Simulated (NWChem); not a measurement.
## Correlation energy of H₃Ga

```
Ga
H 1 1.5807
H 1 1.5807 2 120.00
H 1 1.5807 2 120.00 3 180.00
```
Charge 0, spin multiplicity 1.

Everything below was run with NWChem. All single points use one geometry, from PBE/def2-SVP, a minimum by its harmonic frequencies.

Basis set: 6-31G*. Each correlation energy counts from its own Hartree-Fock reference.

The Hamiltonian is non-relativistic. The correlated methods keep 9 core orbitals frozen. The Pople sets run with spherical d functions. The structure started from a generated list of species. Coupled-cluster values serve here as a point of comparison, not as the truth.

| method | correlation energy (mHa) |
|---|---|
| CCSDT | -244.0 |
| CCSD | -239.1 |
| CCSD(T) | -243.7 |
| SCS-MP2 | [?] |
| MP2 | -239.3 |
| CR-CCSD(T) | -243.0 |
| CR-CCSD[T] | -243.8 |
| CCSD+T(CCSD) | [?] |

Task: Complete the blanks.

Result: 
- SCS-MP2, correlation energy (mHa): -224.4
- CCSD+T(CCSD), correlation energy (mHa): -244.8
